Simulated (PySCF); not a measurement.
Planning a geometry optimisation on [VI4]- (`[I][V-]([I])([I])[I]`) [triplet].

Method: PBE0-D3(BJ)/def2-SVP geometry optimisation, gas phase, def2 core potentials past Kr (PySCF 2.14.0). Work: geometry optimisation from a GFN2-xTB start, density fitting, unrestricted. A driver script takes a list of jobs; this job's settings line and coordinates (Å) are shown.

Input:
```
{"job": {"xc": "PBE0", "basis": "def2-SVP", "d3": "d3bj", "grid": 1, "maxiter": 40, "kind": "geom"}, "charge": -1, "multiplicity": 3}
V      0.000150     0.000180    -0.000090
I      0.010280    -0.016170     2.589810
I      2.438200     0.010320    -0.872760
I     -1.228410     2.117390    -0.845220
I     -1.220210    -2.111720    -0.871740
```

Hardware: one thread of an x86-64 server, shared host.

**Question.** How large is the basis?

**Answer.** 135 functions.

**Question.** Which is nearest to the wall time?
A. 67 min
B. 9.0 min
C. 8.4 s
D. 67 s

**Answer.** D. The run took 67 s. The run took 3 energy-and-gradient evaluations and 31 SCF cycles, 22 s an evaluation on average.

**Question.** At this speed, how long would 20000 such jobs take on 96 cores, one job a core?

**Answer.** 20000/96 gives 209 rounds of 67 s, about 3.9 h of wall time and 370 core-hours, if the jobs don't slow each other.

Times come from a shared host and carry two figures at best.

The run converged: final energy -2134.86877 Eh after 2 steps.
